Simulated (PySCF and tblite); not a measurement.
The numbers below are computed, except where a source is named.
C6H3FSe2, numbered as in [CH:1]#[C:2][C:3]1=[CH:4][Se:5][CH:6]=[C:7]([F:8])[Se:9]1.

Level: PBE0-D3(BJ)/6-31G*//GFN2-xTB, thermal terms from GFN2-xTB, symmetry numbers and mirror pairs counted. Conformers within 2.5 kcal/mol (GFN2-xTB free energy) were kept, 4 at most. GIAO shieldings: PBE0/6-31G*. Shifts are against TMS (¹H), TMS (¹³C), CFCl3 (¹⁹F), Me2Se (⁷⁷Se) at the same level. Codes: tblite and PySCF.

Q: List the conformer-averaged shifts at 298.15 K.

A: ¹H: 6.99 (H4, 1H), 5.73 (H6, 1H), 2.66 (H1, 1H) ppm. ¹³C: 157.6 (C7), 134.5 (C4), 120.3 (C3), 100.2 (C6), 80.0 (C1), 73.5 (C2) ppm. ¹⁹F: -66.5 (F8) ppm. ⁷⁷Se: 451.9 (Se9), 305.4 (Se5) ppm.

Spin–orbit effects of the heavy atoms on shieldings are missing. Unscaled ¹⁹F shifts at such levels can be off by tens of ppm; differences between conformers or isomers are more reliable. Shifts are unscaled: against experiment ¹³C can be off by 15 ppm or more and ¹H by 0.8 ppm.
